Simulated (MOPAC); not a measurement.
MOPAC input (AM1):

```
AM1 PRECISE GNORM=0.05 LET XYZ CHARGE=-1 GEO-OK AUX(PRECISION=9) THREADS=1
C2H9Si2

C    -2.53663400 1   -0.33844100 1    0.80914100 1
Si   -0.92736600 1    0.46299200 1    0.17797200 1
C     0.40200800 1   -0.74154700 1   -0.24798900 1
Si    2.15348100 1    0.16543600 1   -0.60434200 1
H    -2.94886200 1   -1.02021900 1    0.06002600 1
H    -2.34621200 1   -0.91999500 1    1.71539700 1
H    -3.30039800 1    0.40943200 1    1.04279100 1
H    -0.51755500 1    1.41935000 1    1.24837100 1
H    -1.32416100 1    1.29540800 1   -0.99635600 1
H     0.10684700 1   -1.25849500 1   -1.16918000 1
H     0.48555600 1   -1.49864200 1    0.53877800 1
H     2.51082700 1    0.39055000 1    0.87733600 1
H     2.97611200 1   -1.13545400 1   -0.71489000 1
```

From the output:

```
                                                       MOPAC v23.2.5 Linux

          FINAL HEAT OF FORMATION =        -37.79207 KCAL/MOL =    -158.12203 KJ/MOL

          COSMO AREA              =        143.19 SQUARE ANGSTROMS
          COSMO VOLUME            =        140.43 CUBIC ANGSTROMS

          GRADIENT NORM           =          0.04112          =       0.01140 PER ATOM
          IONIZATION POTENTIAL    =          1.711300 EV
          HOMO LUMO ENERGIES (EV) =         -1.711  5.766
          NO. OF FILLED LEVELS    =         13
          MOLECULAR WEIGHT        =         89.2641         POINT GROUP:  Cs

          MOLECULAR DIMENSIONS (Angstroms)

            Atom       Atom       Distance
            H    12    H     7     6.01880
            H    10    H     8     3.61548
            H     6    H    13     3.38899

          SCF CALCULATIONS        =         73

   ATOM   CHEMICAL          X               Y               Z
  NUMBER   SYMBOL      (ANGSTROMS)     (ANGSTROMS)     (ANGSTROMS)

     1       C         -2.46625296  *  -0.23512037  *   0.63261285  *
     2      Si         -0.78014037  *   0.40725081  *   0.20625017  *
     3       C          0.42640040  *  -0.91112901  *  -0.03272592  *
     4      Si          1.92648664  *  -0.01037110  *  -0.42399912  *
     5       H         -2.85751020  *  -0.89741635  *  -0.17145761  *
     6       H         -2.44258576  *  -0.82675715  *   1.57475409  *
     7       H         -3.19412695  *   0.59440616  *   0.77201721  *
     8       H         -0.47771133  *   1.30955314  *   1.32545330  *
     9       H         -1.03000763  *   1.22365338  *  -0.98932760  *
    10       H          0.12904256  *  -1.59876939  *  -0.85606504  *
    11       H          0.54369340  *  -1.53439054  *   0.88214625  *
    12       H          2.82171744  *   0.47611032  *   0.62522219  *
    13       H          2.24355740  *   0.38657411  *  -1.79544748  *

                             CARTESIAN COORDINATES

   1    C       -2.466252960    -0.235120367     0.632612852
   2   Si       -0.780140372     0.407250810     0.206250171
   3    C        0.426400405    -0.911129008    -0.032725916
   4   Si        1.926486637    -0.010371100    -0.423999116
   5    H       -2.857510204    -0.897416349    -0.171457609
   6    H       -2.442585759    -0.826757152     1.574754088
   7    H       -3.194126954     0.594406155     0.772017208
   8    H       -0.477711331     1.309553136     1.325453301
   9    H       -1.030007630     1.223653379    -0.989327598
  10    H        0.129042559    -1.598769395    -0.856065043
  11    H        0.543693404    -1.534390544     0.882146249
  12    H        2.821717436     0.476110319     0.625222186
  13    H        2.243557397     0.386574111    -1.795447480

           Empirical Formula: C2 H9 Si2  =    13 atoms

      MOLECULAR POINT GROUP   :   Cs

                  EIGENVALUES
 -25.25275 -23.45529 -11.17226 -10.66597 -10.15810  -9.33835  -8.87551  -7.51276
  -7.13065  -7.00376  -6.13374  -6.03342  -1.71130   5.76626   6.09969   6.29657
   6.95315   7.76333   7.79633   7.86049   7.94621   8.51011   8.66967   9.25452
   9.86661

              NET ATOMIC CHARGES AND DIPOLE CONTRIBUTIONS

  ATOM NO.   TYPE          CHARGE      No. of ELECS.   s-Pop       p-Pop
    1          C          -0.529863        4.5299     1.27315     3.25671
    2         Si           0.944395        3.0556     0.82877     2.22684
    3          C          -0.527763        4.5278     1.26176     3.26601
    4         Si          -0.495737        4.4957     0.78851     3.70722
    5          H           0.060097        0.9399     0.93990
    6          H           0.060062        0.9399     0.93994
    7          H           0.053057        0.9469     0.94694
    8          H          -0.229576        1.2296     1.22958
    9          H          -0.229570        1.2296     1.22957
   10          H           0.062191        0.9378     0.93781
   11          H           0.062190        0.9378     0.93781
   12          H          -0.114739        1.1147     1.11474
   13          H          -0.114743        1.1147     1.11474
 DIPOLE           X         Y         Z       TOTAL
 POINT-CHG.    -6.019     0.041     1.435     6.188
 HYBRID        -0.967    -0.738     0.258     1.244
 SUM           -6.986    -0.697     1.693     7.222

          ATOMIC ORBITAL ELECTRON POPULATIONS

     Atom    s        px        py        pz
    1  C   1.27315   1.19267   1.03824   1.02581
    2 Si   0.82877   0.66767   0.79007   0.76910
    3  C   1.26176   1.16002   1.08180   1.02418
    4 Si   0.78851   1.21050   1.57733   0.91940
    5  H   0.93990
    6  H   0.93994
    7  H   0.94694
    8  H   1.22958
    9  H   1.22957
   10  H   0.93781
   11  H   0.93781
   12  H   1.11474
   13  H   1.11474

 **********************
 *                    *
 * JOB ENDED NORMALLY *
 *                    *
 **********************

 == MOPAC DONE ==
```

The dipole moment of an ion depends on the origin.

The geometry given is a B3LYP-D3(BJ)/def2-TZVP minimum.
